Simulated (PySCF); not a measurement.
Zn(NH3)4 (H12N4Zn), SMILES [NH3]->[Zn+2](<-[NH3])(<-[NH3])<-[NH3], charge +2.

Coordinates come from a ωB97X-D3(BJ)/def2-SVP optimisation. The isomer is the one that the SMILES or the coordinates give; other isomers of the formula were not compared.

Method: PySCF with ωB97X-D3(BJ)/def2-SVP.

Frequencies are harmonic and unscaled.

Modes within 1.5 cm⁻¹ of each other (mostly degenerate sets) share a row, with their intensities summed.

| mode | ν (cm⁻¹) | IR (km/mol) | moving atoms (share of kinetic energy) |
|---|---|---|---|
| 1 | 54 | 0.0 | H 100 % |
| 2–4 | 73 | 0.0 | H 99 % |
| 5–6 | 101 | 0.0 | N 73 %, H 27 % |
| 7–9 | 125 | 16.6 | N 49 %, Zn 27 %, H 23 % |
| 10 | 395 | 0.0 | N 82 %, H 18 % |
| 11–13 | 409 | 9.3 | N 64 %, Zn 22 %, H 15 % |
| 14–16 | 610 | 0.0 | H 88 %, N 12 % |
| 17–18 | 677 | 0.0 | H 86 %, N 14 % |
| 19–21 | 708 | 564.0 | H 84 %, N 14 % |
| 22–24 | 1355 | 613.2 | H 84 %, N 16 % |
| 25 | 1369 | 0.0 | H 85 %, N 15 % |
| 26–28 | 1639 | 0.0 | H 95 % |
| 29–30 | 1646 | 0.0 | H 95 % |
| 31–33 | 1652 | 264.6 | H 95 % |
| 34–36 | 3467 | 242.3 | H 97 % |
| 37 | 3473 | 0.0 | H 97 % |
| 38–42 | 3556 | 0.0 | H 92 %, N 8 % |
| 43–45 | 3559 | 742.3 | H 92 %, N 8 % |
